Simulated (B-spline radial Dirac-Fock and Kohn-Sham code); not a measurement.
## La 4d5/2: cross section and angular parameters

System: the La atom, configuration [Xe] 5d1 6s2; threshold 102.5 eV (tabulated edge). Level of theory: Dirac-Hartree-Slater photoionisation with a Latter tail; cross sections with all multipoles, angular parameters from the dipole term and its interference with E2; a B-spline atomic structure program.

For linearly polarised light dσ/dΩ = σ/(4π) [1 + β P₂(cos θ) + (δ + γ cos²θ) sin θ cos φ], with θ from the polarisation vector and φ the angle between the beam and the projection of the electron momentum on the plane normal to the polarisation.

| hν (eV) | σ (kb) | β | γ | δ |
| --- | --- | --- | --- | --- |
| 139 | 383 | 1.289 | -0.143 | 0.018 |
| 148 | 285 | 0.692 | -0.321 | 0.066 |
| 160 | 249 | -0.323 | -0.453 | 0.130 |
| 200 | 373 | -0.754 | -0.115 | 0.121 |
| 213 | 420 | -0.550 | -0.025 | 0.101 |
| 251 | 517 | -0.043 | 0.104 | 0.056 |
| 363 | 530 | 0.677 | 0.093 | 0.007 |
| 398 | 500 | 0.794 | 0.067 | 0.003 |
| 400 | 498 | 0.800 | 0.066 | 0.003 |
| 438 | 461 | 0.897 | 0.040 | 0.000 |
| 507 | 395 | 1.026 | 0.004 | 0.000 |
| 551 | 356 | 1.086 | -0.012 | 0.001 |
| 587 | 326 | 1.126 | -0.022 | 0.002 |
| 600 | 316 | 1.139 | -0.025 | 0.002 |
| 609 | 309 | 1.147 | -0.027 | 0.002 |
| 859 | 173 | 1.287 | -0.022 | 0.012 |
| 1100 | 104 | 1.332 | 0.034 | 0.020 |
| 1130 | 98.2 | 1.335 | 0.042 | 0.021 |
| 1486.9 | 51.9 | 1.341 | 0.156 | 0.032 |
| 1680 | 38.3 | 1.333 | 0.220 | 0.037 |
| 2190 | 19.1 | 1.293 | 0.383 | 0.052 |
| 3720 | 4.15 | 1.153 | 0.772 | 0.097 |
| 3910 | ? | ? | ? | ? |
| 4000 | 3.32 | 1.129 | 0.830 | 0.106 |
| 5414.7 | 1.26 | 1.022 | 1.076 | 0.149 |
| 6000 | 0.897 | 0.984 | 1.158 | 0.167 |
| 8040 | 0.329 | 0.871 | 1.386 | 0.229 |
| 8047.8 | 0.328 | 0.871 | 1.387 | 0.229 |
| 9520 | 0.180 | 0.806 | 1.512 | 0.272 |
| 12200 | 0.0728 | 0.711 | 1.683 | 0.348 |

Problem. Give the values at 3910 eV.

Solution. σ = 3.57 kb, β = 1.136, γ = 0.812, δ = 0.103.

Values without a named source are computed, but for edge energies of neutral atoms, which are taken from tables.
